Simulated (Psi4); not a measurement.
Internal rotation in SMILES COc1ccc(C(=O)O)s1 (C6H6O3S), singlet. Scanned: dihedral C1–O2–C3–S10; all other coordinates were relaxed at GFN2-xTB. Points at φ and −φ are mirror images. Heavy atoms are numbered in the order of the SMILES COc1ccc(C(=O)O)s1, hydrogens after them in the order of the atoms that carry them; the mirror image has the same energies with the sign of each dihedral reversed.

Computed with: B3LYP/def2-SVP // GFN2-xTB (Psi4); PBE/def2-SVP // GFN2-xTB (Psi4); PBE-D3(BJ)/def2-SVP // GFN2-xTB (Psi4).

Energies relative to the lowest point of each profile, in kJ/mol:

| φ / ° | B3LYP/def2-SVP | PBE/def2-SVP |
|---|---|---|
| -150 | 4.8 | 5.9 |
| -135 | 9.0 | 10.4 |
| -75 | 11.8 | 13.3 |
| -30 | 4.7 | 3.7 |
| -15 | 2.6 | 1.0 |
| 15 | 2.6 | 1.0 |
| 30 | 4.7 | 3.7 |
| 60 | 10.2 | 10.8 |
| 90 | 12.6 | 14.6 |
| 105 | 12.8 | 14.8 |
| 150 | 4.8 | 5.9 |
| 180 | 0.0 | 0.8 |

Estimate the PBE-D3(BJ)/def2-SVP values at these points.

-150: 6.3; -135: 10.9; -75: 13.7; -30: 3.8; -15: 1.0; 15: 1.0; 30: 3.8; 60: 11.1; 90: 15.1; 105: 15.3; 150: 6.3; 180: 1.3 (kJ/mol).
